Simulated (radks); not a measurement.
Question: All-electron atom: Eu4+ in [Xe] 4f5. Calculated with a radial shooting solver on a logarithmic mesh with Libxc functionals: Dirac Kohn-Sham, BLYP, spin-unpolarised, spherical densities, point nucleus; open shells are shared between the two j in proportion to 2j + 1.

Spin-orbit splittings of the eigenvalues, e(l+1/2) - e(l-1/2), with zeta = 2 splitting/(2l+1) and mean radii in bohr:

shell  occ.  splitting (eV)  zeta (eV)  <r> j=l-1/2  <r> j=l+1/2
2p        6               ?          ?      0.07907      0.08580
3p        6           132.1      88.05       0.2388       0.2517
3d       10           28.72      11.49       0.2236       0.2276
4p        6           29.49      19.66       0.5767       0.6054
4d       10           5.347      2.139       0.6416       0.6517
4f        5          0.7391     0.2112       0.8191       0.8271
5p        6           4.664      3.109        1.447        1.522

Estimate the 2p splitting.

Answer: 648.2 eV (zeta = 432.1 eV).
